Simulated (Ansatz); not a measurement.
`BC(=C)[O][GeH3]` and `BC(=C)SC` differ in one atom or group.

Ansatz, PBE0-D4/def2-TZVP geometries, multiplicity 1. Each molecule was computed in one conformer, which needn't be the lowest.

Scalar relativity is left out up to krypton.

```
                                          property  `BC(=C)[O][GeH3]`
                 LUMO energy (PBE/def2-TZVPP) / eV              -3.05
             HOMO–LUMO gap (B3LYP/def2-TZVPP) / eV               4.54
               HOMO energy (B3LYP/def2-TZVPP) / eV              -6.83
size of the dipole moment (ωB97M-V/def2-TZVPP) / D               0.64
  size of the dipole moment (B3LYP/def2-TZVPP) / D               0.61
    size of the dipole moment (PBE/def2-TZVPP) / D               0.63
```

Q: Give the same properties after the change, and the shifts. (Best estimate.)

A: Ansatz gave: 
```csv
property,`BC(=C)SC`,shift
LUMO energy (PBE/def2-TZVPP) / eV,-3.14,-0.09
HOMO–LUMO gap (B3LYP/def2-TZVPP) / eV,3.67,-0.87
HOMO energy (B3LYP/def2-TZVPP) / eV,-6.05,0.78
size of the dipole moment (ωB97M-V/def2-TZVPP) / D,0.40,-0.24
size of the dipole moment (B3LYP/def2-TZVPP) / D,0.41,-0.20
size of the dipole moment (PBE/def2-TZVPP) / D,0.42,-0.21
```

With PBE0 the HOMO rises by 0.79 eV and the LUMO falls by 0.09 eV, so the gap narrows by about 0.88 eV. PBE moves the HOMO by 0.72 eV and ωB97M-V by 0.88 eV. Dipoles are sizes alone; their direction can turn.

B3LYP here is the variant with VWN-RPA as its local correlation; programs differ in this.
